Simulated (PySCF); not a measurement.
A side-by-side comparison of computed properties.

First species: C4H9F3N2Si.
InChI=1S/C4H9F3N2Si/c1-2-3(4(5,6)7)9-10-8-2/h2-3,8-9H,10H2,1H3/t2-,3-/m0/s1

Second species: C4H9F3N2Si.
InChI=1S/C4H9F3N2Si/c1-2-8-9(10)3-4(5,6)7/h2H,3H2,1,10H3/b8-2+

Levels: PBE0/pcSseg-1 for HOMO energy, LUMO energy and HOMO–LUMO gap. Geometries: GFN2-xTB. Each species is one conformer at its optimised geometry, gas phase, non-relativistic unless stated; the electronic structure was computed with PySCF and density fitting.

The conformers computed, where there is a choice (atom-mapped SMILES and torsion angles):
- `[CH3:1]/[CH:2]=[N:3]/[N:4]([SiH3:5])[CH2:6][C:7]([F:8])([F:9])[F:10]`: C2–N3–N4–Si5 -3°, N3–N4–C6–C7 -90°, N4–C6–C7–F8 -62°

The conformers of `C[C@@H]1N[SiH2]N[C@@H]1C(F)(F)F` aren't listed.

Values for the first species:

| Quantity | Value |
| --- | --- |
| HOMO energy | -6.79 eV |
| LUMO energy | 0.43 eV |
| HOMO–LUMO gap | 7.22 eV |

Problem. Estimate the same properties for the second species, and the change in each.

Solution. 
```tsv
property	first	second	second less first
HOMO energy	-6.79 eV	-6.60 eV	+0.19 eV
LUMO energy	0.43 eV	0.16 eV	-0.27 eV
HOMO–LUMO gap	7.22 eV	6.76 eV	-0.46 eV
```

